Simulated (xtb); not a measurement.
C3 (SMILES [C]=C=[C]), singlet, at a GFN2-xTB geometry. Base run: GFN2-xTB (xtb).

Geometry (Å):
```xyz
3

C     -1.2863     0.0592     0.0152
C      0.0006     0.0096     0.0081
C      1.2857    -0.0688    -0.0233
```
Charge 0, spin multiplicity 1.
All else is at xtb's defaults.
Base energy -6.09137 Eh.

Variants of this job, named by their change:

```tsv
change	ΔE vs base (kJ/mol)	HOMO-LUMO gap (eV)	dipole (D)	G_solv (kcal/mol)	SCF cycles
base	0.00	1.31	0.05	-	11
acc = 0.0001	0.00	1.31	0.05	-	16
alpb = hexane	-9.89	1.31	0.05	-2.37	11
etemp = 3000	-10.63	1.32	0.04	-	12
gbsa = acetonitrile	___	1.31	0.05	___	11
```

**Question.** Complete the blanks.

**Answer.** 
- gbsa = acetonitrile, ΔE vs base (kJ/mol): -19.41
- gbsa = acetonitrile, G_solv (kcal/mol): -4.64

ALPB and GBSA are two models with their own fitted parameters for each solvent, which aren't always the measured dielectric constant.
